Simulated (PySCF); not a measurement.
# [Er(H2O)]3+: one run

[Er(H2O)]3+ (singlet in the valence; each metal's 4f electrons, 11 of them, lie in its core potential, out of spins and levels). PySCF 2.14.0, RKS PBE, Er lcecp-1-SVP with ECP57, O def2-SVP, H def2-SVP; non-relativistic Hamiltonian with scalar-relativistic core potentials where named; density fitting; no spin-orbit coupling. Purpose: all atoms moved at random, sigma 0.06 A.

```python
mol = gto.M(atom='''
Er    -0.00820    -0.01735    -0.09851
O     -0.02025     0.00476     2.08488
H      0.77120     0.03215     2.83111
H     -0.74275    -0.01956     2.65537''',
    basis={'Er': 'lcecp-1-SVP', 'O': 'def2-SVP', 'H': 'def2-SVP'},
    ecp={'Er': 'lcecp-1-SVP'},
    charge=3, spin=0)
mf = dft.RKS(mol, xc='PBE')
mf.grids.atom_grid = (50, 194)  # f atoms: unpruned, at least (60, 302)
mf = mf.density_fit()  # fitting sets: Er AutoAux, O def2-universal-JKFIT, H def2-universal-JKFIT
mf.conv_tol = 1e-08; mf.max_cycle = 55
mf.kernel(dm0)  # dm0: converged density of the relaxed state
mf.nuc_grad_method().kernel()
```

Run from Python with OMP_NUM_THREADS=2; the lines above give its settings. Where DIIS fails, smearing, a level shift and second-order steps follow.
It took 1.3 s on 2 threads of Arm Neoverse V1, on a shared host, from an already converged density.

(1) Where do the frontier levels lie, over both spins?

(2) What are the Mulliken charges and spins?

(3) What forces act on the atoms (eV/Å)?

(4) How does its energy compare with the relaxed singlet of charge +3 in vacuum?

An lcecp potential fixes the number of 4f electrons, so in runs with it no electron can move into or out of that shell.

Results:

(1) HOMO -26.54 eV, LUMO -21.91 eV. The 4f levels lie in the core potential and are missing.

(2) 
```
atom  charge (e)  spin (e)
 Er1       2.495     0.000
  O2      -0.217     0.000
  H3       0.425     0.000
  H4       0.297     0.000
```
The spin of the 4f electrons in the core isn't counted.

(3) 
```
Er   0.03  0.01  0.44
O    5.20  0.15 -1.66
H   -1.16 -0.03 -1.57
H   -4.07 -0.13  2.79
```
Forces carry noise of the integration grid, about 0.01 to 0.03 eV/Å.

(4) It lies 0.305 eV higher.
